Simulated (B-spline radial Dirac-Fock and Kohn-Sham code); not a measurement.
# Ir²¹⁺: M4-N45N45 lines in intermediate coupling

System: iridium as Ir²¹⁺, configuration 1s2 2s2 2p6 3s2 3p6 3d10 4s2 4p6 4d10 4f10.

Method: relaxed Dirac-Fock hole states (ΔSCF) with Breit and QED corrections and a finite nucleus. Computed with a radial atomic solver. The two-hole levels come from diagonalising the Coulomb interaction among the jj configurations; intensities are independent-particle Coulomb rates. Kinetic energies are from the vacuum level. No correlation. Open outer shells are spectators and are not coupled to the holes.

| kinetic energy (eV) | J | leading jj holes (weight) | leading LS term (weight) |
| --- | --- | --- | --- |
| 927.6 | 0 | N4N4 (0.97) | ¹S0 (0.58) |
| 937.5 | 2 | N4N4 (0.98) | ³F2 (0.55) |
| 950.6 | 4 | N4N5 (0.98) | ¹G4 (0.89) |
| 951.5 | 1 | N4N5 (1.00) | ³P1 (1.00) |
| 953.2 | 2 | N4N5 (0.98) | ³P2 (0.51) |
| 956.8 | 3 | N4N5 (1.00) | ³F3 (1.00) |
| 962.4 | 0 | N5N5 (0.97) | ³P0 (0.58) |
| 969.6 | 2 | N5N5 (1.00) | ¹D2 (0.49) |
| 973.1 | 4 | N5N5 (0.98) | ³F4 (0.89) |

The intensity is shared as follows: 950.6 eV 29.2 %, 937.5 eV 25.4 %, 956.8 eV 14.5 %, 953.2 eV 13.0 %, 951.5 eV 8.9 %, 927.6 eV 8.2 %, 969.6 eV 0.4 %, 973.1 eV 0.2 %, 962.4 eV 0.0 %.

The strongest line, by its leading LS label ¹G4, lies at 950.6 eV. The mean weight of the leading component is 0.98 in jj and 0.72 in LS coupling, so jj labels describe these levels better.
